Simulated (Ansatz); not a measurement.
```yaml
atoms:
  - { symbol: K, position_ang: [0.0000, 0.0000, -1.2535] }
  - { symbol: Cl, position_ang: [0.0000, 0.0000, 1.4010] }
```

Basis set: def2-TZVP (spherical functions). Frozen core: 10 orbitals. Charge 0, multiplicity 1.

Computed with Ansatz (development build ahead of 0.2.0); each method stands on the lowest determinant of its kind that the runs found. Restricted open shells among the atoms or ions are ROHF, correlated in semicanonical orbitals with singles.

The atomization energy at this shape (free ground-state atoms in the same class of orbitals less the molecule, no zero-point energy) of singlet KCl:

| method | atomization energy |
| --- | --- |
| RHF-MP2 | 96.80 kcal/mol |

Task: What does RHF give?

Result: 76.54 kcal/mol.
